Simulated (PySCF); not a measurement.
**What went wrong, or what changed?**

The sound run of [Gd(H2O)4]3+ (singlet in the valence; each metal's 4f electrons, 7 of them, lie in its core potential, out of spins and levels) uses PySCF 2.14.0, RKS BP86, Gd lcecp-1-SVP with ECP53, O def2-SVP, H def2-SVP; non-relativistic Hamiltonian with scalar-relativistic core potentials where named; density fitting; no spin-orbit coupling, grid (50, 194), threshold 1e-8 and 55 cycles at the relaxed geometry. This run differs:

```python
mol = gto.M(atom='''
Gd    -0.00002    -0.00000    -0.00000
O      1.38591     1.27519     1.34218
H      1.32365     1.43708     2.32294
H      2.19718     1.78932     1.07899
O     -1.38583    -1.34219     1.27532
H     -2.19736    -1.07895     1.78917
H     -1.32354    -2.32289     1.43732
O      1.38591    -1.27519    -1.34218
H      2.19718    -1.78932    -1.07899
H      1.32365    -1.43708    -2.32294
O     -1.38583     1.34219    -1.27532
H     -1.32354     2.32289    -1.43732
H     -2.19736     1.07895    -1.78917''',
    basis={'Gd': 'lcecp-1-SVP', 'O': 'def2-SVP', 'H': 'def2-SVP'},
    ecp={'Gd': 'lcecp-1-SVP'},
    charge=3, spin=0)
mf = dft.RKS(mol, xc='B88,P86')
mf.grids.atom_grid = (50, 194)  # f atoms: unpruned, at least (60, 302)
mf = mf.density_fit()  # fitting sets: Gd AutoAux, O def2-universal-JKFIT, H def2-universal-JKFIT
mf.conv_tol = 1e-08; mf.max_cycle = 76
mf.kernel(mf.get_init_guess(key='1e'))
mf.nuc_grad_method().kernel()
```

**Question.** What was changed, and how did it end?

**Answer.** The start was changed to the bare core Hamiltonian. It converged in 13 cycles, 0.000 eV from the sound run, largest force component 0.00 eV/Å. The cycle limit differs too. No harm here: the result survives it.
```
init E= -311.635295980752
cycle= 1 E= -303.104377906663  delta_E= 8.53  |g|= 7.28  |ddm|= 18.1
cycle= 2 E= -303.32291455105  delta_E= -0.219  |g|= 8.99  |ddm|= 17.1
cycle= 3 E= -336.954305170252  delta_E= -33.6  |g|=  4.2  |ddm|= 8.88
cycle= 4 E= -338.886993896681  delta_E= -1.93  |g|= 2.72  |ddm|= 2.81
cycle= 5 E= -339.484482683053  delta_E= -0.597  |g|= 2.24  |ddm|= 1.18
...
cycle= 11 E= -340.478845144688  delta_E= -1.71e-06  |g|= 0.000442  |ddm|= 0.00357
cycle= 12 E= -340.478845187235  delta_E= -4.25e-08  |g|= 6.72e-05  |ddm|= 0.000417
cycle= 13 E= -340.478845188087  delta_E= -8.52e-10  |g|= 5.32e-06  |ddm|= 4.91e-05
Extra cycle  E= -340.47884518809  delta_E= -3.07e-12  |g|= 4.25e-06  |ddm|= 7.86e-06
converged SCF energy = -340.47884518809
```

Run from Python with OMP_NUM_THREADS=2; the lines above give its settings.
It took 16 s on 2 threads of Arm Neoverse N1 (shared host).

An lcecp potential fixes the number of 4f electrons, so in runs with it no electron can move into or out of that shell.
